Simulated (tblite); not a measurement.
Species: C5H13NSi (charge +1 and doublet state).
Numbering: `[CH3:1][CH2:2][Si@H:3]([NH2+:4])[CH:5]1[CH2:6][CH2:7]1` (hydrogens: H8, H9, H10 on C1; H11, H12 on C2; H13 on Si3; H14, H15 on N4; H16 on C5; H17, H18 on C6; H19, H20 on C7)

Computed geometry: GFN2-xTB, gas phase. This method treats the open shell by occupation alone, without spin polarisation.

Task: What internal coordinates does the optimisation give?

Result: 
```tsv
bond	length (bohr)	order
C1–C2	2.831	single
C2–Si3	3.739	single
Si3–N4	3.216	single
Si3–C5	3.621	single
C5–C6	2.826	single
C6–C7	2.843	single
C5–C7	2.827	single
C1–H8, C1–H9, C1–H10	2.058	single
C2–H11	2.056	single
C2–H12	2.056	single
Si3–H13	2.751	single
N4–H14	1.906	single
N4–H15	1.908	single
C5–H16	2.045	single
C6–H17	2.041	single
C6–H18	2.037	single
C7–H19	2.039	single
C7–H20	2.040	single
```

Bonds in one row agree within 0.02 bohr and their mean is given. Orders are formal, as drawn. A selection of angles:
```tsv
angle	degrees
C2–C1–H8	112.2
C2–C1–H9	108.0
C2–C1–H10	112.5
H8–C1–H9	107.5
H8–C1–H10	109.5
C1–C2–Si3	109.3
C1–C2–H11	111.8
C1–C2–H12	111.8
Si3–C2–H11	106.6
Si3–C2–H12	107.2
H11–C2–H12	109.8
C2–Si3–N4	110.1
C2–Si3–C5	97.0
C2–Si3–H13	111.8
N4–Si3–C5	111.5
N4–Si3–H13	108.8
C5–Si3–H13	117.1
Si3–N4–H14	124.3
Si3–N4–H15	124.3
H14–N4–H15	111.4
Si3–C5–C6	118.0
Si3–C5–C7	116.9
Si3–C5–H16	116.4
C6–C5–C7	60.4
C6–C5–H16	116.9
C7–C5–H16	116.5
C5–C6–C7	59.8
C5–C6–H17	117.5
C5–C6–H18	119.6
C7–C6–H17	119.6
C7–C6–H18	116.7
H17–C6–H18	113.6
C6–C7–H19	116.5
C6–C7–H20	119.9
C5–C7–C6	59.8
C5–C7–H19	119.8
C5–C7–H20	117.5
H19–C7–H20	113.4
```

Torsions: C1–C2–Si3–N4 -64° (synclinal); C2–Si3–C5–C6 157° (antiperiplanar); Si3–C5–C6–C7 107° (anticlinal); Si3–C5–C7–C6 -108° (anticlinal).

The C–Si distances run from 1.916 Å (Si3–C5, drawn single) to 1.979 Å (C2–Si3, drawn single), a spread of 0.063 Å. N4 (nitrogen bonded to Si and 2 H) is planar (angles 124.3°, 124.3° and 111.4°, sum 360.0°, 0.00 Å off the plane of its three neighbours). The 3-membered ring C5–C6–C7 has internal angles of 59.8° to 60.4°. Si3 (silicon bonded to 2 C, N and H) is distorted tetrahedral (angles from 97.0° to 117.1°).

Point group: C1 (no symmetry element, even within 0.4 Å). GFN2-xTB frequencies show an imaginary mode (28i cm⁻¹), so the point is no minimum at that level. Torsions: C1–C2–Si3–N4 -64°, C2–Si3–N4–H 114° and -66°, C2–Si3–C5–C6 157°.

One conformer stands for the species.
